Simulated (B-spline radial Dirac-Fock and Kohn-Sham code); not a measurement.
# Core-level shifts of iodine with charge state

The computed values come from a radial B-spline solver: Dirac-Fock (average of configuration) total-energy differences with a finite nucleus, the Breit interaction including its frequency dependence, and self-energy and vacuum-polarisation corrections. Each ion is free and in its tabulated ground configuration. Correlation energy is missing from these numbers.

Reference: I¹³⁺, [Kr] 4d4, with 2s 5495.6 eV, 2p3/2 4859.2 eV, 3d3/2 922.3 eV, 4s 457.1 eV, 4p3/2 389.1 eV, Lβ1 (L2-M4) 4231.9 eV. Shifts from it, in eV (a dash: the subshell is empty, belongs to an open shell averaged over j, or its hole state is left out as unreliable):

```
 ion      configuration      2s   2p3/2   3d3/2      4s   4p3/2     Lβ1
I¹⁴⁺           [Kr] 4d3       ?       ?       ?       ?       ?       ?
I¹⁵⁺           [Kr] 4d2   +75.2   +75.3   +70.8   +58.5   +56.4   +4.52
I¹⁶⁺           [Kr] 4d1  +114.7  +114.8  +107.8   +88.7   +85.6   +7.10
I¹⁷⁺  [Ar] 3d10 4s2 4p6  +155.3  +155.5  +145.8  +119.5  +115.4   +9.89
I¹⁸⁺  [Ar] 3d10 4s2 4p5  +198.1       –  +185.7  +149.4       –  +13.05
```

Problem. Give the missing shifts for I¹⁴⁺.

Solution. 2s +37.0, 2p3/2 +37.0, 3d3/2 +34.9, 4s +28.9, 4p3/2 +27.9, Lβ1 +2.15 (eV).

Over this range L1 (2s) moves by +198.1 eV and Lβ1 by +13.1 eV: a line is a difference of two levels that shift in the same direction.
